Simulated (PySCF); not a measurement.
**Cost of response and excited-state runs on `FB(c1c(C#C)c1=O)F`, C$_{5}$HBF$_{2}$O**

Numbering as in the mapped SMILES `[CH:1]#[C:2][c:3]1[c:4]([B:5]([F:6])[F:7])[c:8]1=[O:9]`. Each H is labelled by its parent atom.

PySCF with density fitting, on 1 thread of an Arm Neoverse V1, shared host. Command: `OMP_NUM_THREADS=1 python excited_run.py task.json out`

(1) How long does each of these runs take, and how much memory?
- first hyperpolarisability, B3LYP/def2-SVPD; wavelengths [1550, 1064, 694.3] nm
- excited states, PBE0/def2-SVP; Tamm-Dancoff; spin-orbit couplings; 6 states; 4 triplets; quadratic response for 4 states
- excited states, PBE0/def2-SVPD; two-photon moments; 6 states; quadratic response for 5 states; 0 triplets

Answers

(1) 
```tsv
run	level	basis functions	wall time	peak memory (GiB)
first hyperpolarisability	B3LYP/def2-SVPD	197	30 s	0.71
excited states	PBE0/def2-SVP	131	18 s	0.53
excited states	PBE0/def2-SVPD	197	39 s	0.72
```
Times from a shared host are rough.
